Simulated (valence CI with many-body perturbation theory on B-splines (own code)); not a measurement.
E1 transitions of Mo3+

Computed by relativistic CI+MBPT: three valence electrons over a frozen Dirac-Fock core [Kr], a basis of 9 s, 9 p, 10 d, 8 f, 5 g, 3 h, 1 i functions for each j, with the one-electron correlation potential Σ1 (screened to all orders), the two-electron term Σ2, the three-electron term Σ3, Breit, model QED; selected single and double excitations, second order for the rest, scaled by the run's own slope (own B-spline code, finite nucleus).

Set against measurement, 64 paired levels are off by 549 cm⁻¹ on average, the worst by 1913. These come from a selection out of Sugar and Musgrove, J. Phys. Chem. Ref. Data 17, 155 (1988). Levels without a partner in it may be off by more, other configurations by 1,000 to 8,000 cm⁻¹.

Lines 1 to 50 of 265 in falling wavelength, among levels below 130317 cm⁻¹, chosen from the strongest by gf and those to the six lowest levels. Wavelengths and rates use the calculated energies, so an error of 500 cm⁻¹ moves a line at 283.3 nm by 1.4 % and its rate by three times that or more. Electric multipoles are in the length gauge, E1 and E2 with the static RPA response of the core. Weak lines are less certain than strong ones. Lines between different terms over intervals too small for the method are left out, as are lines whose strength nearly cancels. Where a level lies close to another of its J and parity, the split of strength between their lines is uncertain. The highest levels of a list are the least certain.

Names give the largest LS component (configuration and term), which can be under half, so a name can repeat, a term be missing and a line seem to break the LS rules; names also repeat where a configuration has a term twice. Letters in brackets count levels of one name in rising energy.

```csv
λ vac (nm),λ from measured levels,Upper,Lower,A (s⁻¹),log gf,Branch %
283.3,273.6,4d2.5p 2D°_5/2 [a],4d2.5s 2P_3/2,2.98e+07,-0.67,1.3
277.3,271.2,4d2.5p 2S°_1/2,4d2.5s 2P_3/2,1.05e+08,-0.62,5.2
268.8,263.0,4d2.5p 2S°_1/2,4d2.5s 2P_1/2,7.99e+07,-0.76,4.0
255.3,,4d2.5p 2G°_7/2,4d2.5s 2G_7/2,3.46e+07,-0.57,1.5
251.2,245.2,4d2.5p 2F°_7/2 [a],4d2.5s 2D_5/2,2.05e+07,-0.81,1.1
250.4,248.5,4d2.5p 4G°_5/2,4d2.5s 2F_5/2,2.73e+07,-0.81,3.9
244.4,,4d2.5p 2G°_9/2 [a],4d2.5s 2G_9/2,5.39e+07,-0.32,2.4
237.4,234.8,4d2.5p 4F°_3/2,4d2.5s 2F_5/2,4.14e+07,-0.85,1.9
230.9,228.6,4d2.5p 4F°_5/2,4d2.5s 2F_5/2,4.93e+07,-0.63,2.3
227.2,225.2,4d2.5p 2F°_7/2 [a],4d2.5s 2F_7/2,1.81e+08,0.05,10.1
225.2,220.4,4d2.5p 2D°_5/2 [a],4d2.5s 4P_5/2,3.29e+07,-0.82,1.4
225.1,223.2,4d2.5p 2F°_5/2 [a],4d2.5s 2F_5/2,1.46e+08,-0.18,9.8
223.1,218.1,4d2.5p 4D°_7/2 [a],4d2.5s 4P_5/2,6.19e+07,-0.43,2.4
223.1,221.1,4d2.5p 4D°_5/2 [a],4d2.5s 2F_7/2,6.42e+07,-0.54,2.8
221.5,,4d2.5p 2D°_3/2 [a],4d2.5s 2F_5/2,1.44e+08,-0.37,7.3
219.9,,4d2.5p 2F°_7/2 [b],4d2.5s 2G_7/2,9.21e+07,-0.27,3.1
219.4,,4d2.5p 2F°_7/2 [b],4d2.5s 2G_9/2,3.82e+07,-0.66,1.3
217.8,216.2,4d2.5p 2D°_5/2 [a],4d2.5s 2F_7/2,1.62e+08,-0.16,7.0
215.9,214.0,4d2.5p 4D°_7/2 [a],4d2.5s 2F_7/2,8.95e+07,-0.30,3.5
212.8,210.9,4d2.5p 4D°_5/2 [a],4d2.5s 2F_5/2,6.33e+07,-0.59,2.8
212.8,210.9,4d2.5p 4D°_3/2 [a],4d2.5s 2F_5/2,6.28e+07,-0.77,2.1
212.4,,4d2.5p 4D°_7/2 [b],4d2.5s 2G_7/2,1.59e+08,-0.06,6.2
211.7,,4d2.5p 2G°_9/2 [b],4d2.5s 2G_9/2,3.50e+08,0.37,9.9
211.0,,4d2.5p 2P°_3/2,4d2.5s 2D_5/2,2.46e+08,-0.18,9.8
209.9,209.3,4d2.5p 4G°_5/2,4d2.5s 4F_5/2,9.43e+07,-0.43,13.3
208.5,206.0,4d2.5p 2F°_5/2 [b],4d2.5s 2D_5/2,3.07e+07,-0.92,1.1
208.1,205.8,4d2.5p 4S°_3/2,4d2.5s 4P_5/2,3.33e+08,-0.06,11.5
208.0,205.5,4d2.5p 4S°_3/2,4d2.5s 4P_3/2,8.61e+07,-0.65,3.0
207.2,,4d2.5p 4D°_3/2 [b],4d2.5s 2D_5/2,8.90e+07,-0.64,5.8
207.1,,4d2.5p 4D°_7/2 [c],4d2.5s 2G_7/2,8.88e+07,-0.34,3.3
206.7,206.1,4d2.5p 4G°_5/2,4d2.5s 4F_3/2,2.90e+08,0.05,41.0
206.3,205.6,4d2.5p 4G°_7/2,4d2.5s 4F_7/2,1.32e+08,-0.17,17.4
204.9,202.9,4d2.5p 2G°_9/2 [a],4d2.5s 2F_7/2,3.19e+08,0.30,14.0
204.3,201.9,4d2.5p 2F°_5/2 [b],4d2.5s 2D_3/2,1.89e+08,-0.15,6.7
203.2,202.4,4d2.5p 4G°_9/2,4d2.5s 4F_9/2,1.35e+08,-0.08,16.4
202.9,200.1,4d2.5p 2F°_7/2 [b],4d2.5s 2D_5/2,5.90e+07,-0.54,2.0
202.7,200.7,4d2.5p 2G°_7/2,4d2.5s 2F_5/2,3.48e+08,0.23,14.8
201.9,201.2,4d2.5p 4G°_7/2,4d2.5s 4F_5/2,3.03e+08,0.17,40.1
201.7,200.8,4d2.5p 4D°_5/2 [b],4d2.5s 2D_5/2,5.04e+07,-0.73,3.0
200.7,199.5,4d2.5p 4F°_3/2,4d2.5s 4F_5/2,1.72e+08,-0.38,7.9
200.3,199.1,4d2.5p 4F°_5/2,4d2.5s 4F_7/2,1.90e+08,-0.16,9.1
199.6,,4d2.5p 2P°_3/2,4d2.5s 4P_3/2,1.45e+08,-0.46,5.8
199.2,197.1,4d2.5p 2P°_1/2,4d2.5s 2D_3/2,3.58e+08,-0.37,13.0
199.1,197.7,4d2.5p 4F°_7/2,4d2.5s 4F_9/2,1.18e+08,-0.25,5.0
198.2,197.4,4d2.5p 4D°_1/2 [b],4d2.5s 4P_1/2,3.37e+08,-0.40,25.8
197.8,196.6,4d2.5p 4F°_3/2,4d2.5s 4F_3/2,2.42e+08,-0.25,11.0
197.8,197.1,4d2.5p 4G°_9/2,4d2.5s 4F_7/2,3.46e+08,0.31,42.0
197.7,196.9,4d2.5p 4D°_5/2 [b],4d2.5s 2D_3/2,1.37e+08,-0.32,8.2
197.4,194.9,4d2.5p 2F°_5/2 [b],4d2.5s 4P_5/2,9.56e+07,-0.47,3.4
197.3,194.7,4d2.5p 2F°_5/2 [b],4d2.5s 4P_3/2,6.46e+07,-0.65,2.3
```
